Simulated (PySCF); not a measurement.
**Electronic structure of Ga²⁺ (gallium, charge +2) at the UHF level**

Configuration: [Ar] 3d9 4s2, 2D determinant (an excited configuration). Computed with PySCF 2.14 in def2-TZVPPD, with the non-relativistic Hamiltonian (point nucleus).

```json
{
  "Total energy": "-1921.722235 hartree",
  "One-electron energy": "-2651.0561 hartree",
  "Hartree (Coulomb) energy": "801.9908 hartree",
  "Exchange energy": "-72.6569 hartree",
  "Kinetic energy": "1921.18424 hartree",
  "⟨S²⟩": "0.7504",
  "⟨L²⟩": "6.003",
  "Sum of ⟨r⟩": "17.96 bohr",
  "Sum of ⟨r²⟩": "20.73 bohr²",
  "Traceless quadrupole moment −½Σ⟨3z² − r²⟩ along its main axis": "-0.123 e·bohr²",
  "Density at the nucleus (Gaussians lack the cusp)": "19900 bohr⁻³",
  "Spin density at the nucleus": "0.536 bohr⁻³",
  "Langevin diamagnetic susceptibility": "-16.4 ×10⁻⁶ cm³/mol"
}
```

```tsv
shell	electrons	mean orbital energy (hartree)	spread (hartree)	rms radius, mean of both spins (bohr)
1s α	1	-379.99639	0	0.0572
1s β	1	-379.99491	0	0.0572
2s α	1	-49.40351	0	0.239
2s β	1	-49.35025	0	0.239
2p α	3	-43.72339	0.05829	0.212
2p β	3	-43.67200	0.00070	0.212
3s α	1	-7.56798	0	0.702
3s β	1	-7.44728	0	0.702
3p α	3	-5.64519	0.10561	0.732
3p β	3	-5.49972	0.06443	0.732
3d α	5	-2.33423	0.12476	0.835
3d β	4	-2.26103	0.09428	0.835
4s α	1	-1.15067	0	2.22
4s β	1	-1.14138	0	2.22
```

Spin-orbit constants ζ (cm⁻¹) from the X2C one-electron operator on these orbitals (non-relativistic here): bare nucleus, nucleus screened by l(l+1)(2l+1)/3 electrons, and screened by the Breit-Pauli mean field of the electrons.

```
shell    bare  screened nucleus  mean field
   2p  145500            136100      131700
   3p   19310             18060       17350
   3d    2250              1524        1405
```

To first order the Landé constant is A = -1405 cm⁻¹, so the lowest level has J = 5/2 and lies 0.174 eV below the centre of the term.
